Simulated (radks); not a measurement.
Values are calculated unless marked as measured or tabulated.
Q: The nitrogen anion N-, [He] 2s2 2p4, held by a Watson sphere: a shell of charge +1 at radius R that stands for the Madelung well of a crystal (potential energy -1/R inside, -1/r outside, in hartree with lengths in bohr). Level of theory: non-relativistic Kohn-Sham, PBEsol, spin-polarised, spherical densities, point nucleus; open shells are filled with parallel spins first (a radial shooting solver on a logarithmic mesh with Libxc functionals). Response by self-consistent Sternheimer equations with the Hartree and adiabatic LDA kernel. The sphere does not respond.

| R (bohr) | e(2s down) (eV) | e(2p up) (eV) | e(2p down) (eV) | <r> 2p (bohr) | sum of <r^2> (bohr^2) | X-ray form factor at sin(theta)/lambda = 0.3 1/angstrom | alpha (bohr^3) |
|---|---|---|---|---|---|---|---|
| 1.71 | -17.172 | -8.331 | -5.912 | 1.635 | 17.05 | 3.318 | 11.51 |
| 2.19 | -16.015 | -7.358 | -5.050 | 1.740 | 18.74 | 3.243 | 15.23 |
| 2.35 | -15.665 | -7.053 | -4.772 | 1.773 | 19.26 | 3.231 | 16.69 |
| 3.16 | -14.197 | -5.720 | -3.519 | 1.938 | 21.55 | 3.208 | 26.24 |

Estimate the row for R = 3.79 bohr.

A: e(2s down) (eV) -13.351; e(2p up) (eV) -4.926; e(2p down) (eV) -2.747; <r> 2p (bohr) 2.069; sum of <r^2> (bohr^2) 23.10; X-ray form factor at sin(theta)/lambda = 0.3 1/angstrom 3.206; alpha (bohr^3) 37.30.
